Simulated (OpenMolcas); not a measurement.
Au3+ (d8) on a cation site of an ionic host was computed by SS-CASPT2, IPEA 0.25 Eh, imaginary shift 0.1 Eh with the d shell active (OpenMolcas, ANO-RCC-VTZP on the metal). Its lowest spin-free states, and all those of the highest spin:

| 2S+1 | Degeneracy | E (cm-1) |
| --- | --- | --- |
| 3 | 1 | 0 |
| 1 | 2 | 5340 |
| 1 | 1 | 12450 |
| 3 | 3 | 21850 |
| 3 | 3 | 27290 |
| 1 | 3 | 27740 |
| 1 | 3 | 29830 |
| 3 | 3 | 45530 |
| 1 | 2 | 51410 |
| 1 | 3 | 51630 |
| 1 | 1 | 62990 |

Question: Is the site octahedral, tetrahedral or cube-like, axial, or of lower symmetry?

Answer: The states with 2S+1 = 3 have orbital degeneracies 1, 3, 3, 3. Threefold states need a cubic site. For d8 at this spin an octahedron puts the single A2 below the threefold T2 and a tetrahedron or cube puts the threefold T1 below the threefold T2, so the site is octahedral. The first gap at this spin, 21900 cm-1, is |10Dq| in ligand-field theory. The run had Au3+ with its 6 nearest fluoride ions at 2.157 Å, on the Cd site of idealised cubic KCdF3 (a = 4.302 Å, distance in the model lattice 2.151 Å). The rest of the host is ab initio model potentials to 7.6 Å, with orthogonalisation functions on the cations behind the ligands, and point charges beyond; the distance is set by hand and nothing relaxes, and no local charge compensation is placed. Ligand basis ANO-RCC-VDZP.

Roots that are degenerate in the reference are averaged as groups; the widest CASPT2 spread within a group is 110 cm-1 (the 3-fold group of multiplicity 1 near 29800 cm-1 above the lowest state of its run). Shifts and gaps below about the spread of the groups concerned are not significant. Over all roots computed the reference weight is 0.68 to 0.71; a low but even weight reflects the number of correlated electrons. Real 4d8 and 5d8 ions are as a rule square planar and diamagnetic. The least metal-like active orbital is 78 % on the metal (Löwdin) and no ligand orbital is active, so the numbers are rough. Ligand-to-metal charge-transfer states are missing. With no ligand orbital active B as a rule stays too high, so bands that hang on it stand too high and its fall with covalency is understated. With one d shell and no ligand orbital active, 10Dq can be off by a tenth or more. No measured value stands beside these numbers; the geometry was set by hand and not optimised.
